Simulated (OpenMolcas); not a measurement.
Tb3+ with 6 ligands (oxide) in trigonal prismatic coordination (D3h), a polar angle of 48.1° against the regular 49.1°. A charge of +1.5 e stands 2.6 Å behind each ligand. Ligand basis ANO-RCC-VDZP.

```yaml
Program: OpenMolcas 26.06
Method: CASSCF
Basis: ANO-RCC-VTZP [8s7p5d3f2g1h]
Scalar_Hamiltonian: DKH2, point nucleus
Active_space: 8 electrons in 7 orbitals (4f)
State_averaging: 2S+1 = 7 even, 7 roots; 2S+1 = 5 even, 62 roots kept (CI in the orbitals of an earlier block); 2S+1 = 3 even, 2 roots kept (CI in the orbitals of an earlier block, 0 in the spin-orbit step)
Spin-orbit_coupling: RASSI with atomic mean-field integrals over the reference wave functions
```

All ligands move together. At R = 2.17 Å the width of the lowest J multiplet is 1135 cm-1, and at R = 2.45 Å it is 971 cm-1.

Task: A third run gives 1066 cm-1. What distance was it run at?

Result: With a power law R^-n the two known points give n = -ln(971 / 1135) / ln(2.45 / 2.17) = 1.29. Then R = 2.17 × (1135 / 1066)^(1/1.29) = 2.278 Å. The run was at 2.3 Å, so the estimate is off by -0.022 Å.

High states are left out of the spin-orbit mixing, which shifts the levels that they would mix with. The oxide ions are held by bare point charges, a crude embedding. Without dynamic correlation the ligand-field splitting of an f shell can come out too small, at times by half. A group larger than the point group allows holds several states that coincide in this model. No measured value stands beside these numbers; the geometry was imposed, not optimised, and the real ion may take another.
